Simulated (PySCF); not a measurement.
Isomers of C4H5F3O, one GFN2-xTB conformer each. Single-point energies are computed at PBE0/pcSseg-1 (PySCF, gas phase, no added dispersion term), electronic only.

```
         SMILES  GFN2-xTB relative energy (kcal/mol)
CO/C(F)=C\C(F)F                                  7.5
  O=CCCC(F)(F)F                                  0.0
```

Conformers: `[CH3:1][O:2]/[C:3]([F:4])=[CH:5]\[CH:6]([F:7])[F:8]` with C1–O2–C3–F4 0°, C3–C5–C6–F7 -121°; `[O:1]=[CH:2][CH2:3][CH2:4][C:5]([F:6])([F:7])[F:8]` with O1–C2–C3–C4 15°, C2–C3–C4–C5 88°.

Task: What does PBE0/pcSseg-1 give for the same structures?

Result: 
```tsv
SMILES	PBE0/pcSseg-1 E (Eh)	PBE0/pcSseg-1 (kcal/mol)	GFN2-xTB (kcal/mol)	point group
O=CCCC(F)(F)F	-529.60522	0.0	0.0	C1
CO/C(F)=C\C(F)F	-529.55801	29.6	7.5	Cs
```

Both levels put the same isomer lowest. As drawn, the lower has a C=O bond, which the higher lacks; the higher has a C=C bond outside aromatic rings, which the lower lacks.

Task: Which frontier levels, dipoles and rotational constants go with these structures?

Result: 
| SMILES | HOMO (eV, PBE0/pcSseg-1) | LUMO (eV) | dipole (D) | A, B, C (MHz) |
| --- | --- | --- | --- | --- |
| O=CCCC(F)(F)F | -7.89 | -0.92 | 3.48 | 3743, 1348, 1247 |
| CO/C(F)=C\C(F)F | -7.22 | 0.30 | 4.33 | 4047, 1008, 946.3 |
